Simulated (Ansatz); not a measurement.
Species: [Y(Cl)3] (charge 0, multiplicity 1), formula Cl3Y.

Task: How many basis functions does frozen-core CCSD(T)/def2-TZVPP // PBE-D3(BJ)/def2-SVP in Ansatz (an electronic-structure program) use, how many core orbitals are frozen, and how many electrons are correlated?

Result: 182 basis functions and 15 frozen orbitals, which leaves 32 correlated electrons. Core time is of the order of seconds.
